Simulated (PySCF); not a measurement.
Compound: C₉H₁₃F.
Atom-mapped SMILES: `[CH:1]#[C:2][CH2:3]/[C:4]([CH3:5])=[C:6](/[CH3:7])[CH2:8][CH2:9][F:10]` (hydrogens: H11 on C1; H12, H13 on C3; H14, H15, H16 on C5; H17, H18, H19 on C7; H20, H21 on C8; H22, H23 on C9)

Method used: PBE0-D3(BJ)/def2-SVP geometry optimisation, gas phase (PySCF 2.14.0).

List the bond lengths, angles and torsions at this level.

```tsv
bond	length (pm)
C1≡C2	121.1
C2–C3	146.1
C3–C4	151.3
C4–C5	150.4
C4=C6	134.8
C6–C7	150.6
C6–C8	150.6
C8–C9	151.8
C9–F10	137.3
C1–H11	107.4
C3–H12, C3–H13	110.2
C5–H14, C5–H15, C5–H16	110.1
C7–H17, C7–H18, C7–H19	110.2
C8–H20, C8–H21	110.1
C9–H22, C9–H23	110.4
```

Bonds in one row agree within 1 pm and their mean is given. A selection of angles:
```tsv
angle	degrees
C2–C1–H11	179.6
C1–C2–C3	179.0
C2–C3–C4	112.1
C2–C3–H12	108.8
C2–C3–H13	108.5
C4–C3–H12	111.7
C4–C3–H13	109.4
H12–C3–H13	106.2
C3–C4–C5	115.5
C3–C4–C6	123.1
C5–C4–C6	121.4
C4–C5–H14	111.6
H14–C5–H15	107.9
C4–C6–C7	120.2
C4–C6–C8	123.7
C7–C6–C8	116.1
C6–C7–H17	112.2
H17–C7–H18	106.5
C6–C8–C9	111.4
C6–C8–H20	109.9
C6–C8–H21	112.5
C9–C8–H20	108.3
H20–C8–H21	106.4
C8–C9–F10	110.3
C8–C9–H22	110.8
C8–C9–H23	110.3
F10–C9–H22	108.6
H22–C9–H23	108.0
```

Torsions: C2–C3–C4–C5 70° (synclinal); C3–C4–C6–C7 178° (antiperiplanar); C4–C6–C8–C9 91° (anticlinal); C6–C8–C9–F10 176° (antiperiplanar). The mirror-image conformer, all signs reversed, is as good.

The 8 C–C bonds span 1.211 Å (C1≡C2, drawn triple) to 1.518 Å (C8–C9, drawn single), a spread of 0.307 Å. Of the pairs four or more bonds apart, H12···H21 is among the closest relative to their van der Waals radii: 1.92 Å, 80 % of the sum of Bondi's values.

Point group: C1 (no symmetry element, even within 0.4 Å). No PBE0-D3(BJ)/def2-SVP frequencies stand behind this structure, so it isn't proved a minimum. One conformer, not necessarily the lowest.
